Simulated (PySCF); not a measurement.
A PySCF script (with the pyscf-properties extension) for the NMR shieldings of SMILES C[SiH2][Si@@](C)(O)N[SiH2]N, C$_{2}$H$_{14}$N$_{2}$OSi$_{3}$, on a GFN2-xTB geometry:

```python
import basis_set_exchange as bse
import numpy as np
from pyscf import gto, dft
from pyscf.prop import nmr

atoms = """
C    -3.506608    0.186209   -0.739030
Si   -1.981984   -0.952198   -0.738531
Si   -0.274601   -0.082981    0.552979
C    -0.567957    1.664615    1.251993
O     0.002754   -0.969088    1.898040
N     1.173871   -0.162214   -0.416038
Si    2.810024   -0.229215    0.132372
N     3.735299   -0.206396   -1.324353
H    -3.911911    0.300757    0.262337
H    -3.263568    1.179064   -1.107420
H    -4.296753   -0.210526   -1.368873
H    -2.451274   -2.281025   -0.297472
H    -1.614818   -1.156855   -2.154212
H    -0.796323    2.375991    0.463745
H    -1.396633    1.671370    1.952773
H     0.311568    2.023499    1.778887
H     0.524570   -1.763393    1.839608
H     1.076677    0.198383   -1.350996
H     3.274784    0.930614    0.895992
H     2.922132   -1.452968    0.946442
H     4.736665   -0.187336   -1.229086
H     3.483675   -0.856920   -2.051575
"""
names = dict.fromkeys(["C", "Si", "O", "N", "H"], "pcSseg-1")
basis = {el: gto.basis.parse(bse.get_basis(n, elements=[el], fmt="nwchem")) for el, n in names.items()}
mol = gto.M(atom=atoms, basis=basis, charge=0, verbose=0)
mf = dft.RKS(mol, xc="PBE0")
mf.grids.level = 2
mf.grids.alignment = dft.numint.BLKSIZE   # the property module wants whole blocks of grid points
mf.conv_tol = 1e-9
mf.kernel()

calc = nmr.RKS(mf)   # GIAO
C = mf.mo_coeff
Co = C[:, mf.mo_occ > 0]
resp = mf.gen_response(singlet=True, hermi=2)
def vind(x):   # induced exchange potential for any number of trial vectors
    d = np.einsum("pi,xij,qj->xpq", C, 2 * x.reshape(-1, C.shape[1], Co.shape[1]), Co, optimize=True)
    return np.einsum("xpq,pi,qj->xij", resp(d - d.transpose(0, 2, 1)), C, Co, optimize=True).ravel()
mo1, _ = nmr.rhf.solve_mo1(calc, with_cphf=vind)
sigma = calc.kernel(mo1)
for i, s in enumerate(sigma):   # ppm
    w = np.linalg.eigvalsh((s + s.T) / 2)
    print("%2d %-2s iso %8.1f  s11 %8.1f  s22 %8.1f  s33 %8.1f" % (i, mol.atom_pure_symbol(i), w.mean(), *w))
```

**Question.** What does it print?

**Answer.** 
```
 0 C  iso    196.8  s11    190.4  s22    199.6  s33    200.3
 1 Si iso    431.9  s11    404.3  s22    420.9  s33    470.5
 2 Si iso    343.3  s11    308.0  s22    345.4  s33    376.5
 3 C  iso    180.7  s11    170.0  s22    179.4  s33    192.8
 4 O  iso    290.0  s11    266.0  s22    281.3  s33    322.8
 5 N  iso    224.1  s11    176.4  s22    234.8  s33    261.2
 6 Si iso    387.4  s11    362.1  s22    367.6  s33    432.7
 7 N  iso    255.6  s11    215.0  s22    261.2  s33    290.7
 8 H  iso     31.7  s11     27.0  s22     29.6  s33     38.5
 9 H  iso     31.8  s11     27.1  s22     30.2  s33     38.2
10 H  iso     31.5  s11     26.3  s22     28.1  s33     40.0
11 H  iso     27.9  s11     24.5  s22     26.4  s33     32.7
12 H  iso     28.1  s11     24.4  s22     27.2  s33     32.6
13 H  iso     31.8  s11     28.5  s22     29.5  s33     37.5
14 H  iso     31.4  s11     27.8  s22     28.7  s33     37.7
15 H  iso     31.1  s11     26.8  s22     29.2  s33     37.1
16 H  iso     30.4  s11     22.1  s22     25.8  s33     43.1
17 H  iso     32.1  s11     24.0  s22     31.3  s33     41.1
18 H  iso     26.6  s11     22.6  s22     25.5  s33     31.5
19 H  iso     26.4  s11     22.0  s22     26.3  s33     30.9
20 H  iso     31.7  s11     24.2  s22     26.6  s33     44.2
21 H  iso     31.6  s11     24.0  s22     29.2  s33     41.6
```

These numbers come from an equivalent density-fitted implementation of the same equations, which agrees with the script to about 0.01 ppm for H and up to a few tenths of a ppm for heavy atoms, so last digits may differ.

**Question.** Turn these shieldings into chemical shifts. Referencing at the same level of theory: TMS for $^{13}$C (σref 186.93) and $^{29}$Si (σref 349.16) and $^{1}$H (σref 31.72); $^{17}$O (σref 336.08) vs H2O; $^{15}$N (σref 267.73) vs NH3.

**Answer.** Averaging equivalent atoms: C 3: 6.2; C 0: -9.8; Si 2: 5.8; Si 6: -38.3; Si 1: -82.8; O 4: 46.0; N 5: 43.6; N 7: 12.1; H 19: 5.34; H 18: 5.16; H 11: 3.85; H 12: 3.63; H 16: 1.36; H 13/14/15: 0.29; H 20/21: 0.08; H 8/9/10: 0.06; H 17: -0.42 ppm. Experimental scales use liquid or dissolved standards, which lie at an offset from isolated NH3 (liquid NH3: subtract about 20 ppm) and H2O (liquid H2O: subtract about 36 ppm).

Size and cost of the density-fitted run: 227 basis functions, 48 s wall time on 1 thread of an Arm Neoverse V2, shared host; peak memory 1.1 GiB.
